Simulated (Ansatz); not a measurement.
Mulliken charges of `O[SiH]1CN=C1F` from PBE/def2-TZVPP in Ansatz (PBE0-D4/def2-TZVP geometry).

| atom | x (Å) | y (Å) | z (Å) | charge (e) |
| --- | --- | --- | --- | --- |
| O1 | -0.160 | -2.105 | -0.499 | -0.341 |
| Si2 | 0.463 | -0.596 | -0.406 | 0.371 |
| C3 | 0.285 | 0.517 | 1.110 | -0.149 |
| N4 | -0.410 | 1.532 | 0.261 | -0.080 |
| C5 | -0.526 | 0.936 | -0.853 | 0.025 |
| F6 | -1.131 | 1.503 | -1.882 | -0.129 |
| H7 | -1.046 | -2.259 | -0.167 | 0.194 |
| H8 | 1.799 | -0.693 | -1.036 | -0.058 |
| H9 | 1.185 | 0.936 | 1.563 | 0.085 |
| H10 | -0.375 | 0.177 | 1.911 | 0.082 |

**Question.** By hand: the dipole of these point charges (1 e Å = 4.8032 D).

**Answer.** Σ q r = (0.112, -0.177, 0.372) e Å, of length 0.427 e Å = 2.05 D.

**Question.** How does the dipole of the full density compare? (Best estimate.)

**Answer.** Computed: (-0.001, -0.441, 0.238) e Å, 2.41 D; the point charges give 0.85 times that, at 39° from its direction.

Point charges leave out the atoms' own dipoles, such as those of lone pairs, and Mulliken's split depends on the basis, so the two needn't agree.
